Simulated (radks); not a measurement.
Results of a calculation; reference values are marked as such.
Task: Excited configurations of neutral boron: one electron is placed in a higher orbital outside [He] 2s2. The ground configuration is [He] 2s2 2p1. Level of theory: scalar-relativistic Kohn-Sham, PBE, spin-unpolarised, spherical densities, finite nucleus; Fermi nuclear charge, rms radius 2.406 fm (a radial shooting solver on a logarithmic mesh with Libxc functionals). Excitation = E - E(ground); binding = E(ion) - E, where the ion is the core of charge +1; n* = 1/sqrt(2 binding) in atomic units, and the quantum defect is n - n*.

outer orbital  excitation (eV)  binding (eV)     n*  quantum defect  eigenvalue (eV)  <r> (bohr)
4d                       7.194         1.026  3.642           0.358           -0.565       18.45
5s                       7.262         0.958  3.770           1.230           -0.611       23.03
6s                       7.585         0.634  4.631           1.369           -0.420       35.35
6p                       7.657         0.562  4.920           1.080           -0.370       39.26
6d                       7.730         0.489  5.273           0.727           -0.317       43.65

Estimate the row for 5p.

Result: excitation (eV) 7.397; binding (eV) 0.823; n* 4.066; quantum defect 0.934; eigenvalue (eV) -0.520; <r> (bohr) 26.08. The Delta-SCF ionisation energy is 8.219 eV (NIST Atomic Spectra Database: 8.298 eV, measured). Self-interaction in the functional shifts the binding energies and quantum defects, so they are the method's values and not measured ones. Spin polarisation and multiplet splitting are left out, so open shells lie too high by an amount that depends on their filling.

Beside tabulated values, note that spin-unpolarised runs miss the spin-polarisation part of the exchange energy of open shells.
